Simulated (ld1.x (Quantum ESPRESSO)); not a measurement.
**What one change does to a pseudopotential (antimony, TM)**

antimony, norm-conserving Troullier–Martins (Kleinman–Bylander form), made with ld1.x (Quantum ESPRESSO) 7.5 (PW91, scalar-relativistic). Core [Kr], reference 4d10 5s1 5p4. Waves: 5s (bound): rc 1.60 bohr; 5p (bound): rc 2.35 bohr; 4d (bound): rc 1.05 bohr. Local part: all-electron potential smoothed inside 0.80 bohr (lloc = -2). Core correction: none.

All-electron outer shells of the reference configuration (PW91, scalar-relativistic, ld1.x):

| shell | level (eV) | outermost node (bohr) | outermost maximum (bohr) |
| --- | --- | --- | --- |
| 4s | -150.32 | 0.39 | 0.73 |
| 4p | -103.27 | 0.39 | 0.76 |
| 4d | -34.94 | 0.38 | 0.84 |
| 5s | -13.70 | 0.95 | 1.88 |
| 5p | -5.45 | 1.04 | 2.29 |

Change: all radii scaled by about 0.81 (s 1.30, p 1.90, d 0.86 bohr); local potential all-electron potential smoothed inside 0.64 bohr (lloc = -2).

Cutoffs: the cutoffs (Ry, on a coarse ladder) from which the occupation-weighted sum of valence levels, in a spherical-Bessel basis at the reference potential, stays within 10 and 1 mRy of its value at 400 Ry; they do not see the model core or the augmentation charge, which bear on the density cutoff. Errors are all-electron minus pseudo energies relative to the spin-unpolarised reference configuration.

**Question.** Predict the effect on cutoff, ghosts and configuration errors.

**Answer.** Both files keep a bound ghost (p, s); of the 7 tests that both files solve, the error grows in 7 and shrinks in 0 by more than 15 % and 0.3 meV (median size 4.7 → 42.0 meV). That the errors move this way runs against the usual rule that smaller radii transfer better.

| quantity | base | changed |
| --- | --- | --- |
| cutoff, loose | 110 Ry | 200 Ry |
| cutoff, tight | 180 Ry | over 300 Ry |
| loose cutoff by channel (10 mRy a level) | s 30 Ry, p 6 Ry, d 90 Ry | s 100 Ry, p 21 Ry, d 110 Ry |
| bound ghosts | s, p | p, s |
| error for 4d10 5s2 5p3, meV [ΔE -8.14 eV] | +1.0 | +42 |
| error for 4d10 5s2 5p2, meV [ΔE 0.24 eV] | -4.7 | +35 |
| error for 4d10 5s2 5p1, meV [ΔE 16.28 eV] | -8.7 | +31 |
| error for 4d10 5s2 5p3.3, meV [ΔE -9.31 eV] | +2.5 | +44 |
| error for 4d10 5s1 5p0, meV [ΔE 85.20 eV] | +51 | +233 |
| error for 4d10 5s1 5p3, meV [ΔE 8.99 eV] | -0.1 | +2.3 |
| error for 4d10 5s2 5p0, meV [ΔE 40.79 eV] | -6.3 | +47 |

 A true bound ghost makes a file unfit for plane-wave use even where its test errors are small: the radial tests pick states by their node count and pass the ghost by.
